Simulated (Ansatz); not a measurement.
Isomers of BCl2GeH5Si, relaxed with PBE0-D4/def2-TZVP in Ansatz; electronic energies, one conformer each and not always the lowest. Functionals use def2-TZVPP; CBS adds triple-zeta CCSD(T) − MP2 to the MP2 limit of def2-TZVPP and def2-QZVPP.

Outer-core shells of Ge are correlated without core-valence functions. Scalar relativity is left out up to krypton. Spin–orbit coupling is left out.

Task: Order them by energy at frozen-core CCSD(T)/CBS, lowest first. (An estimate is asked.)
A. `[SiH3][GeH]([Cl])[BH]Cl`
B. `[SiH3][GeH2][B](Cl)Cl`
C. `ClB(Cl)[SiH2][GeH3]`

Result: B (0.0 kJ/mol), C (9.9 kJ/mol), A (21.1 kJ/mol).

Task: How do PBE0-D4, ωB97M-V, PBE-D4, MP2/CBS(def2) place them (kJ/mol, against `[SiH3][GeH2][B](Cl)Cl`)? (Best estimate.)

Result: Ansatz gave: 
| isomer | PBE0-D4 | ωB97M-V | PBE-D4 | MP2/CBS(def2) |
| --- | --- | --- | --- | --- |
| `[SiH3][GeH]([Cl])[BH]Cl` | 22.7 | 20.3 | 26.1 | 23.8 |
| `ClB(Cl)[SiH2][GeH3]` | 4.6 | 8.2 | 3.8 | 12.6 |
